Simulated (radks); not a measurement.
Sn2+, 48 electrons, occupied as [Kr] 4d10 5s2.

All-electron calculation, non-relativistic Kohn-Sham, exchange-only B88, spin-polarised, spherical densities, point nucleus; relativity is left out, which matters for an element this heavy. Program: a radial shooting solver on a logarithmic mesh with Libxc functionals.

Energy parts (eV):
part                   energy
total             -163872.439
kinetic            163872.439
electron-nucleus  -388925.438
Hartree             65487.826
exchange            -4307.266

Orbitals (lengths in bohr, moments of r in powers of bohr; <r^-3> diverges for s and p1/2; r(90%) holds 90 % of the orbital's charge):
| orbital | occ. | eigenvalue (eV) | <r^2> | <r^-3> | r(90%) | <1/r> |
|---|---|---|---|---|---|---|
| 1s | 2 | -27991.71 | 0.001238 | - | 0.0541 | 49.48 |
| 2s | 2 | -4143.565 | 0.02029 | - | 0.202 | 11.31 |
| 2p | 6 | -3877.556 | 0.01528 | 4058 | 0.182 | 11.31 |
| 3s | 2 | -809.6247 | 0.1420 | - | 0.518 | 4.075 |
| 3p | 6 | -699.9215 | 0.1368 | 738.0 | 0.515 | 3.998 |
| 3d | 10 | -496.3496 | 0.1174 | 117.8 | 0.495 | 3.857 |
| 4s | 2 | -139.9524 | 0.8151 | - | 1.23 | 1.620 |
| 4p | 6 | -103.4790 | 0.9228 | 132.8 | 1.32 | 1.510 |
| 4d | 10 | -43.1970 | 1.393 | 14.60 | 1.68 | 1.229 |
| 5s | 2 | -24.2333 | 6.012 | - | 3.36 | 0.5544 |

The highest occupied level is 5s at -24.233 eV. Summed over all electrons, <r^2> = 35.53 bohr^2, which gives a Langevin (diamagnetic) susceptibility term of -28.1 x 10^-6 cm^3/mol. The electron density at the nucleus is 8.8e+04 e/bohr^3. Virial ratio -V/T = 2.00000. The density falls to 0.001 e/bohr^3 at r = 3.78 bohr.
